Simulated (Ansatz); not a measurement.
Correlation energies of `CC[N](C)[Al]([Cl])[Cl]` by basis set

Cartesian coordinates in Å:
```
C 0.502 -1.810 0.612
C 0.907 -0.371 0.393
N -0.123 0.486 -0.161
C 0.378 1.839 -0.325
Al -1.783 0.123 -0.624
Cl -2.746 -1.723 -0.491
Cl -2.948 1.680 -1.395
H 0.211 -2.296 -0.322
H -0.332 -1.895 1.311
H 1.345 -2.366 1.028
H 1.784 -0.340 -0.272
H 1.244 0.058 1.349
H 1.245 1.857 -0.999
H 0.700 2.259 0.637
H -0.384 2.499 -0.741
```

Charge 0, multiplicity 1. The geometry is a stationary point of PBE0-D4/def2-TZVP. It is one conformer, not always the lowest. Frozen core, restricted reference, the Gaussian-basis code of Ansatz.

```tsv
basis	HF (Eh)	MP2 corr.
def2-SVP	-1333.31582	-0.92059
def2-TZVPP	-1333.90629	-1.18572
def2-QZVPP	-1333.94698	-1.27904
```

Q: Estimate the CCSD correlation energy and the (T) correction in each basis where they were run (hartree).

A: 
| basis | CCSD corr. | (T) |
| --- | --- | --- |
| def2-SVP | -0.99553 | -0.02686 |
